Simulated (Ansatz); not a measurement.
Geometry optimisation, Ansatz, UKS PBE-D4/def2-mTZVP.

Input:

```yaml
crystal:
  periodic: [false, false, false]
  atoms:
    - { symbol: B, position_ang: [0.0, 0.0, 0.0] }
    - { symbol: Cl, position_ang: [0.0, 0.0, 2.11] }
    - { symbol: F, position_ang: [1.1431, 0.0, -0.66] }
    - { symbol: F, position_ang: [-1.1431, 0.0, -0.66] }
    - { symbol: "N", position_ang: [0.0, 0.0, 4.14] }
    - { symbol: H, position_ang: [-0.496, -0.7725, 4.67] }
    - { symbol: H, position_ang: [0.496, 0.7725, 4.67] }
magnetization:
  spin_polarized: true
  initial_magnetization: 1
basis:
  gaussian: { orbitals: def2-mTZVP }
hamiltonian:
  xc: pbe
  dispersion: d4
relax:
  f_tol: 0.15
  max_steps: 25
  restrain:
    - { distance: [1, 4], at: 2.93, k: 30.0 }
    - { distance: [0, 1], at: 1.86, k: 30.0 }
```

Run as:

```bash
$ ansatz run input.yaml --threads 4 --pin off --max-ram 5120MiB --backend cpu --events-out ev --progress --plain --runs-dir out
```

Task: Where does it end, and by what steps?

Result: The run converged. The restraints hold the end off the free minimum; the threshold counts their pulls, which the force column leaves out. Restrained pairs: Cl2–N5 (2.03 → 2.94 Å), B1–Cl2 (2.11 → 1.82 Å). After 10 steps the energy has fallen by 2.034 eV (the restraints' own energy left out); Cl2 moved furthest, 0.54 Å.

```
step  energy less start (eV)  largest force component (eV/Å)  accepted
   0                  0.0000                           5.477       yes
   1                 -1.0636                           3.557       yes
   2                 -1.3195                           3.194       yes
   3                 -1.6203                           2.648       yes
   4                 -1.9874                           1.703       yes
   5                 -2.0262                           1.474       yes
   6                 -2.0346                           1.388       yes
   7                 -2.0362                           1.375       yes
   8                 -2.0205                           1.539        no
   9                 -2.0341                           1.407        no
  10                 -2.0344                           1.417       yes
```

```xyz
7
Properties=species:S:1:pos:R:3
B 0.001 0.003 -0.252
Cl 0.020 -0.010 1.566
F 1.139 0.011 -0.933
F -1.149 -0.004 -0.912
N 0.020 -0.020 4.501
H -0.461 -0.666 5.158
H 0.430 0.687 5.142
```

Time of the run: 16 s on 4 threads of Arm Neoverse V1 (shared host), peak memory 0.21 GiB.
